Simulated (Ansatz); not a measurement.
`C=CB[SeH]` + HCl → `ClB[SeH]` + ethylene  (ligand exchange at a B–C bond)

Computed with Ansatz on PBE0-D4/def2-TZVP structures; ΔE is electronic, products minus reactants. CBS: MP2 limit from def2 TZ/QZ plus the TZ coupled-cluster correction, frozen cores. This one scheme is used for every species. Functionals use def2-TZVPP. For Se outer-core shells are correlated without core-valence functions, which leaves a few kJ/mol of doubt a bond. Scalar relativity is left out up to krypton. Each species was taken in one conformer, which may not be the lowest.

(1) Is it downhill or uphill in electronic energy at CCSD(T)/CBS, and by how much? (Estimate.)

(2) What do these levels give: BLYP-D4, BLYP, CAM-B3LYP, CCSD/def2-SVP, CCSD(T)/def2-SVP, MP2/CBS(def2)? (Best estimate.)

Largest T1 diagnostic among the species: 0.013.

## Answers

(1) Ansatz gave: Downhill: ΔE = -56.7 kJ/mol.

(2) The calculation gave: BLYP-D4 -55.1, BLYP -58.9, CAM-B3LYP -58.5, CCSD/def2-SVP -65.3, CCSD(T)/def2-SVP -64.6, MP2/CBS(def2) -58.5 kJ/mol.

At CCSD(T), def2-SVP lies −8.0 kJ/mol from the extrapolated value and def2-TZVPP +1.4 kJ/mol. Leaving LDA and LC-ωPBE aside and taking each functional with its dispersion term where it has one, the values, not all of them listed here, spread over 4.5 kJ/mol, from ωB97X-V to revPBE-D4. LDA lies +5.2 kJ/mol from PBE without D4.
